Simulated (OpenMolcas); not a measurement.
Pd3+ (d7) on a cation site of an ionic host was computed by CASSCF with the d shell active (OpenMolcas, ANO-RCC-VTZP on the metal). Its lowest spin-free states, and all those of the highest spin:

| 2S+1 | Degeneracy | E (cm-1) |
| --- | --- | --- |
| 4 | 3 | 0.0 |
| 2 | 2 | 1835 |
| 4 | 3 | 12959 |
| 2 | 3 | 14093 |
| 2 | 3 | 14474 |
| 2 | 3 | 18889 |
| 4 | 3 | 24342 |
| 2 | 3 | 26461 |
| 2 | 1 | 27088 |
| 4 | 1 | 27591 |
| 2 | 3 | 30074 |
| 2 | 2 | 32107 |

Q: Is the site octahedral, tetrahedral or cube-like, axial, or of lower symmetry?

A: The states with 2S+1 = 4 have orbital degeneracies 3, 3, 3, 1. Threefold states need a cubic site. For d7 at this spin an octahedron puts the threefold T1 below the threefold T2 and a tetrahedron or cube puts the single A2 below the threefold T2, so the site is octahedral. The run had Pd3+ with its 6 nearest fluoride ions at 2.138 Å, on the Ca site of CsCaF3 (a = 4.526 Å, distance in the model lattice 2.263 Å). The rest of the host is ab initio model potentials to 7.6 Å, with orthogonalisation functions on the cations behind the ligands, and point charges beyond; the distance is set by hand and nothing relaxes, and no local charge compensation is placed. Ligand basis ANO-RCC-VDZP.

An orbital triplet at a regular site is open to Jahn-Teller coupling, which can distort the site and quench the lowest spin-orbit gaps and is left out. Without dynamic correlation the repulsion within the d shell is too large (B by tens of per cent), so at a given field states of lower spin stand too high. This shell can be high or low spin here, a state of another spin lies low, and with metal d orbitals alone active their balance is uncertain, so the ground spin may be wrong. The least metal-like active orbital is 82 % on the metal (Löwdin) and no ligand orbital is active, so the numbers are rough. With metal d orbitals alone the field can be off either way by tens of per cent. Ligand-to-metal charge-transfer states are missing. With no ligand orbital active B as a rule stays too high, so bands that hang on it stand too high and its fall with covalency is understated. No measured value stands beside these numbers; the geometry was set by hand and not optimised.
